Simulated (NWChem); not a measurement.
System: C2H3BFNO; SMILES CB(F)OC#N

```xyz
9

C      0.7163     2.1669     0.0011
B     -0.0171     0.8014     0.0001
F     -1.3296     0.6833     0.0000
O      0.7202    -0.3813    -0.0002
C      0.2049    -1.5614    -0.0001
N     -0.1912    -2.6506    -0.0001
H      0.4114     2.7518     0.8842
H      0.4056     2.7569    -0.8766
H      1.8089     2.0665    -0.0026
```
Atoms are numbered in this order, from 1.

Coordinates come from a PBE0/def2-SVP optimisation.

 Unshifted, non-relativistic core excitations; the lowest 4 roots alone, so stronger bands may lie above.

List the first O K-edge excitations from BHandHLYP/6-311G** (spherical d), restricted-window TDA (NWChem).


| state | energy (eV) | dipole oscillator strength | leading excitation (squared amplitude) |
|---|---|---|---|
| S1 | 534.3 | 0.0184 | 1s of atom 4 or its equivalents → LUMO (0.89) |
| S2 | 535.2 | 0.0278 | 1s of atom 4 or its equivalents → LUMO+3 (0.40) |
| S3 | 536.8 | 0.0156 | 1s of atom 4 or its equivalents → LUMO+4 (0.60) |
| S4 | 536.8 | 0.0063 | 1s of atom 4 or its equivalents → LUMO+2 (0.72) |
